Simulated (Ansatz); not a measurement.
Isolated molecules relaxed with PBE0-D4/def2-TZVP in Ansatz; ΔE leaves out vibrations. CCSD(T)/CBS is the MP2 limit (def2-TZVPP, def2-QZVPP) plus CCSD(T) − MP2 in def2-TZVPP, frozen cores. This one scheme is used for every species. DFT in def2-TZVPP. B3LYP here is the variant with VWN-RPA as its local correlation; programs differ in this. Elements past krypton have def2 core potentials. For Sn outer-core shells are correlated without core-valence functions, which leaves a few kJ/mol of doubt a bond. Each species was taken in one conformer, which may not be the lowest.

Reaction (redistribution): `[SH][SnH]([Cl])[Cl]` + `C[Si]Cl` → `[SH][Sn]([Cl])([Cl])[Cl]` + `C[SiH]`

(1) Is it downhill or uphill in electronic energy at CCSD(T)/CBS, and by how much? (Estimate.)

(2) What do these levels give: BLYP-D4, PBE0-D4, B3LYP-D4, CAM-B3LYP-D4, r2SCAN0, BHLYP, CAM-B3LYP, RPA@PBE/def2-TZVPP, CCSD/def2-SVP, CCSD/def2-TZVPP, HF/def2-QZVPP, HF/CBS(def2)? (Best estimate.)

Largest T1 diagnostic among the species: 0.012.

## Answers

(1) Ansatz gave: Uphill: ΔE = +0.62 eV.

(2) Computed: BLYP-D4 0.64, PBE0-D4 0.67, B3LYP-D4 0.64, CAM-B3LYP-D4 0.66, r2SCAN0 0.69, BHLYP 0.65, CAM-B3LYP 0.69, RPA@PBE/def2-TZVPP 0.59, CCSD/def2-SVP 0.50, CCSD/def2-TZVPP 0.62, HF/def2-QZVPP 0.56, HF/CBS(def2) 0.56 eV.

The D4 term adds −0.04 eV with B3LYP and −0.02 eV with PBE0; it sums over pairs of atoms, weighted by their polarisabilities, and B3LYP, whose exchange is more repulsive, gets the larger term. Leaving LDA and LC-ωPBE aside and taking each functional with its dispersion term where it has one, the values, not all of them listed here, spread over 0.08 eV, from BHLYP-D4 to PBE-D4. LDA lies +0.08 eV from PBE without D4.
